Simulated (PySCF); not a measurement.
**Predicted spectroscopic data**

Computational details: PBE0/pcSseg-1 with gauge-including orbitals, coordinates at the GFN2-xTB level, in PySCF (one computed conformer, non-relativistic, isolated molecule, rapidly exchanging positions averaged).

Referencing at the same level of theory: ¹H, ¹³C against TMS. Splittings of carbon signals by F and P are missing where no couplings were computed. Where no couplings were computed, multiplicities follow the n + 1 count of equivalent neighbours, and m marks all less simple cases (inequivalent or close neighbours, rings, F or P nearby). Shifts are as computed. Against solution values, carbons near 30 ppm lie about +3 ppm off and those near 130 ppm about +5 ppm. Of 1211 compounds with measured shifts, 218 miss one by over three times the rms of a fit or turn the order of signals round; such compounds aren't used in these exercises.

Compound 1 (C5H3FO2). ¹H NMR (400 MHz, computed): δ 7.90 (m, 1H), 7.73 (m, 1H), 6.87 (m, 1H). ¹³C{¹H} NMR (computed): δ 155.8 (CH), 155.6 (C), 146.0 (C), 133.2 (CH), 119.4 (CH). Structure: 2-furoylfluoride.

Compound 2 (C6H7N3O). ¹H NMR (400 MHz, computed): δ 9.94 (s, 1H), 3.15 (s, 3H), 3.12 (s, 3H). ¹³C{¹H} NMR (computed): δ 208.1, 167.4, 162.8, 156.9, 31.6, 28.4. Structure: `CC(=O)c1nncnc1C`.
